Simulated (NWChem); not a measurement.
# Total energies of CH2I

```
C
H 1 1.0906
H 1 1.0906 2 122.35
I 1 2.0476 2 117.81 3 163.43
```
Charge 0, spin multiplicity 2.

Program: NWChem. All single points use one geometry, from UPBE0/def2-SVP with def2 effective core potentials on I, a minimum by its harmonic frequencies.

Basis set: def2-SVP (50 functions).

| method | total energy (Ha) |
|---|---|
| UHF | -335.59836 |
| UMP2 | -335.83518 |
| UB2PLYP | -336.57560 |
| UPBE | -336.83793 |
| UB3LYP | -337.00337 |
| UM06-2X | -336.80198 |

Total energies of different functionals aren't comparable as a measure of quality: only differences taken within one method are. 

Effective core potentials replace the inner electrons of I; spin-orbit coupling is left out. The correlated methods keep 5 core orbitals frozen. B3LYP has NWChem's definition, with VWN1-RPA local correlation. The structure started from a generated list of species. The unpaired electrons of the parent sit in orbitals of symmetry a' (Cs labels of the run); other states weren't searched. No SCF solution was tested for a lower state. Open-shell Hartree-Fock references start from PBE0 orbitals.
